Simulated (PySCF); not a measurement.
BHFCl, SMILES FBCl.

Geometry: PBE0-D3(BJ)/def2-TZVP.

Level of theory: PySCF with CAM-B3LYP/def2-TZVPD.

The molecule is in vacuum.

Computed frontier levels, gap, dipole moment and polarisability:
highest occupied level: -10.94 eV
lowest empty level: -0.06 eV
orbital gap: 10.87 eV
dipole moment: 0.77 D
quadrupole, principal values (traceless, Buckingham form, about the centre of nuclear charge): -2.97, 1.09, 1.88 D·Å
mean static polarisability: 29.4 bohr³ (4.36 Å³)
polarisability, principal values: 24.3, 27.9, 36.1 bohr³
